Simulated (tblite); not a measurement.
Compound: C7H12F4.
Numbering: `[CH3:1][C:2]([CH3:3])([CH2:4][F:5])[CH2:6][CH2:7][C:8]([F:9])([F:10])[F:11]` (hydrogens: H12, H13, H14 on C1; H15, H16, H17 on C3; H18, H19 on C4; H20, H21 on C6; H22, H23 on C7)

Structure optimised with GFN2-xTB, isolated species.

(1) List the bond lengths, angles and torsions at this level.

Answers

(1) 
```json
{"bond": "C1–C2, C2–C3", "length (bohr)": "2.894"}
{"bond": "C2–C4", "length (bohr)": "2.899"}
{"bond": "C4–F5", "length (bohr)": "2.598"}
{"bond": "C2–C6", "length (bohr)": "2.909"}
{"bond": "C6–C7", "length (bohr)": "2.891"}
{"bond": "C7–C8", "length (bohr)": "2.858"}
{"bond": "C8–F9, C8–F10, C8–F11", "length (bohr)": "2.538"}
{"bond": "C1–H12 and 5 like bonds", "length (bohr)": "2.054"}
{"bond": "C4–H18, C4–H19", "length (bohr)": "2.068"}
{"bond": "C6–H20, C6–H21", "length (bohr)": "2.065"}
{"bond": "C7–H22, C7–H23", "length (bohr)": "2.060"}
```

Bonds in one row agree within 0.02 bohr and their mean is given. A selection of angles:
```json
{"angle": "C2–C1–H12", "degrees": "110.9"}
{"angle": "C2–C1–H14", "degrees": "110.1"}
{"angle": "H12–C1–H13", "degrees": "108.4"}
{"angle": "C1–C2–C3", "degrees": "109.4"}
{"angle": "C1–C2–C4", "degrees": "107.3"}
{"angle": "C1–C2–C6", "degrees": "107.7"}
{"angle": "C3–C2–C4", "degrees": "109.5"}
{"angle": "C3–C2–C6", "degrees": "111.3"}
{"angle": "C4–C2–C6", "degrees": "111.4"}
{"angle": "H16–C3–H17", "degrees": "108.9"}
{"angle": "C2–C4–F5", "degrees": "112.3"}
{"angle": "C2–C4–H18", "degrees": "111.4"}
{"angle": "F5–C4–H18", "degrees": "106.6"}
{"angle": "F5–C4–H19", "degrees": "106.1"}
{"angle": "H18–C4–H19", "degrees": "109.7"}
{"angle": "C2–C6–C7", "degrees": "115.2"}
{"angle": "C2–C6–H20", "degrees": "108.1"}
{"angle": "C2–C6–H21", "degrees": "108.8"}
{"angle": "C7–C6–H20", "degrees": "108.4"}
{"angle": "C7–C6–H21", "degrees": "108.6"}
{"angle": "H20–C6–H21", "degrees": "107.6"}
{"angle": "C6–C7–C8", "degrees": "110.1"}
{"angle": "C6–C7–H22", "degrees": "111.4"}
{"angle": "C8–C7–H22", "degrees": "107.2"}
{"angle": "H22–C7–H23", "degrees": "108.7"}
{"angle": "C7–C8–F9", "degrees": "112.2"}
{"angle": "C7–C8–F10", "degrees": "112.8"}
{"angle": "F9–C8–F10", "degrees": "106.4"}
```

Dihedral angles: C1–C2–C4–F5 -172° (antiperiplanar); C1–C2–C6–C7 180° (antiperiplanar); C2–C6–C7–C8 -177° (antiperiplanar); C6–C7–C8–F9 -179° (antiperiplanar). The mirror-image conformer, all signs reversed, is as good.

The C–F distances run from 1.342 Å (C8–F9, drawn single) to 1.375 Å (C4–F5, drawn single), a spread of 0.033 Å. Of the pairs four or more bonds apart, F5···H23 is among the closest relative to their van der Waals radii: 2.34 Å, 88 % of the sum of Bondi's values. The C–C distances run from 1.513 Å (C7–C8, drawn single) to 1.539 Å (C2–C6, drawn single), a spread of 0.026 Å.

Point group: C1 (no symmetry element, even within 0.4 Å). Its GFN2-xTB frequencies are all real (lowest 23 cm⁻¹). One conformer, not necessarily the lowest. 3 starts were optimised and ended at 0.00, 1.10 and 2.73 kcal/mol (GFN2-xTB); the lowest of these is shown.

All values are computed, not measured.
